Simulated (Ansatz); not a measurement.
Consider the redistribution: `[CH3][Al]([F])[CH2]F` + `C[SiH](F)[GeH3]` → `[CH3][Al]([F])[GeH3]` + `C[SiH](F)CF`.

Calculated with Ansatz (gas phase, PBE0-D4/def2-TZVP geometries, no zero-point term in ΔE). CCSD(T)/CBS adds triple-zeta CCSD(T) − MP2 to the extrapolated MP2 energy (def2 sets, frozen cores). Functionals use def2-TZVPP. B3LYP here is the variant with VWN-RPA as its local correlation; programs differ in this. For Ge outer-core shells are correlated without core-valence functions, which leaves a few kJ/mol of doubt a bond. Scalar relativity is left out up to krypton. One conformer a species, not always the lowest.

**Question.** Is it downhill or uphill in electronic energy at CCSD(T)/CBS, and by how much? (Best estimate.)

**Answer.** Ansatz gave: Downhill: ΔE = -0.27 eV.

**Question.** What do these levels give: PBE-D4, PBE0-D4, PBE, B3LYP, SCS-MP2/def2-TZVPP, CCSD/def2-TZVPP, CCSD(T)/def2-TZVPP, HF/def2-QZVPP, MP2/def2-QZVPP, SCS-MP2/def2-QZVPP, HF/CBS(def2), CCSD/CBS(def2)? (Estimate.)

**Answer.** Computed: PBE-D4 -0.23, PBE0-D4 -0.26, PBE -0.23, B3LYP -0.24, SCS-MP2/def2-TZVPP -0.27, CCSD/def2-TZVPP -0.29, CCSD(T)/def2-TZVPP -0.28, HF/def2-QZVPP -0.32, MP2/def2-QZVPP -0.26, SCS-MP2/def2-QZVPP -0.27, HF/CBS(def2) -0.32, CCSD/CBS(def2) -0.28 eV.

Largest T1 diagnostic among the species: 0.012.

In def2-TZVPP, CCSD(T) changes the Hartree–Fock value by +0.04 eV (the triples alone add +0.01 eV) and MP2 by +0.05 eV.
